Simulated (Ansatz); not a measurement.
`FC[CH](F)[GeH3]` + `NC=O` → `O=C[NH][GeH3]` + `FCCF`  (ligand exchange at a Ge–C bond)

Calculated with Ansatz (gas phase, PBE0-D4/def2-TZVP geometries, no zero-point term in ΔE). CBS: MP2 limit from def2 TZ/QZ plus the TZ coupled-cluster correction, frozen cores. This one scheme is used for every species. For Ge outer-core shells are correlated without core-valence functions, which leaves a few kJ/mol of doubt a bond. Scalar relativity is left out up to krypton. Each species was taken in one conformer, which may not be the lowest.

| species | SCS-MP2/def2-TZVPP energy (Eh) |
| --- | --- |
| `FC[CH](F)[GeH3]` | -2354.64339 |
| `NC=O` | -169.60130 |
| `O=C[NH][GeH3]` | -2246.38555 |
| `FCCF` | -277.87904 |

Q: Work out ΔE.

A: ΔE = (-2246.38555) + (-277.87904) − (-2354.64339) − (-169.60130) = -0.01990 Eh = -52.2 kJ/mol. CCSD(T)/CBS gives -44.9 kJ/mol.

Largest T1 diagnostic among the species: 0.016.

From PBE to PBE0 (25 % exact exchange), in def2-TZVPP and without D4, ΔE moves by −5.1 kJ/mol. In def2-TZVPP, CCSD(T) changes the Hartree–Fock value by +12.5 kJ/mol (the triples alone add +1.1 kJ/mol) and MP2 by +11.3 kJ/mol.
